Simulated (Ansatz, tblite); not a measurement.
Removing an electron: InCl2(SiH3) (InSiH3Cl2). Charge 0, multiplicity 1. Geometry: PBE0-D4/def2-SVP. Ansatz, gas phase; energy differences of separate SCF runs; the oxidised species was run as a doublet alone.

Cartesian coordinates in Å:
```
In -0.9705 0.8258 0.1721
Cl -2.4574 1.5084 -1.5158
Cl -1.5322 1.8249 2.2243
Si 0.9745 -0.8042 -0.1735
H 2.0533 -0.4996 0.8093
H 1.4832 -0.6722 -1.5687
H 0.4493 -2.1829 0.0522
```

In the def2 sets In takes a core potential; there is no spin–orbit coupling. The xTB rows come from tblite.

```
              level  −HOMO (eV)  vertical IE (eV)  −LUMO (eV)  HOMO–LUMO gap (eV)
           GFN1-xTB       11.61             13.67        7.49                4.12
           GFN2-xTB       10.80             13.20        7.62                3.19
   PBE-D4/def2-TZVP        7.14              9.75        2.88                4.26
r2SCAN-D4/def2-TZVP        7.45              9.95        2.74                4.71
  PBE0-D4/def2-TZVP        8.33             10.13        2.20                6.12
```

  Raw xTB energy differences between charge states are shifted by several eV; the methods need an empirical correction for them.
